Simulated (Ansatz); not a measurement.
One change: `NC[SiH2]O` becomes `CO[SiH2]CN`.

Ansatz, PBE0-D4/def2-TZVP geometries, multiplicity 1. Each molecule was computed in one conformer, which needn't be the lowest.

```tsv
property	`NC[SiH2]O`
HOMO–LUMO gap (ωB97M-V/def2-TZVPP) / eV	11.63
LUMO energy (PBE0/def2-TZVPP) / eV	0.47
HOMO energy (PBE0/def2-TZVPP) / eV	-7.26
HOMO–LUMO gap (PBE0/def2-TZVPP) / eV	7.73
size of the dipole moment (PBE/def2-TZVPP) / D	2.91
HOMO energy (B3LYP/def2-TZVPP) / eV	-7.04
```

Question: Give the same properties after the change, and the shifts. (Best estimate.)

Answer: Ansatz gave: 
```json
{"property": "HOMO–LUMO gap (ωB97M-V/def2-TZVPP) / eV", "`CO[SiH2]CN`": "11.54", "shift": "-0.09"}
{"property": "LUMO energy (PBE0/def2-TZVPP) / eV", "`CO[SiH2]CN`": "0.78", "shift": "0.31"}
{"property": "HOMO energy (PBE0/def2-TZVPP) / eV", "`CO[SiH2]CN`": "-6.90", "shift": "0.36"}
{"property": "HOMO–LUMO gap (PBE0/def2-TZVPP) / eV", "`CO[SiH2]CN`": "7.68", "shift": "-0.05"}
{"property": "size of the dipole moment (PBE/def2-TZVPP) / D", "`CO[SiH2]CN`": "1.91", "shift": "-1.00"}
{"property": "HOMO energy (B3LYP/def2-TZVPP) / eV", "`CO[SiH2]CN`": "-6.68", "shift": "0.36"}
```

With PBE0 the HOMO rises by 0.36 eV and the LUMO rises by 0.31 eV, so the gap narrows by about 0.05 eV. PBE moves the HOMO by 0.37 eV and ωB97M-V by 0.36 eV. Dipoles are sizes alone; their direction can turn.

B3LYP here is the variant with VWN-RPA as its local correlation; programs differ in this.
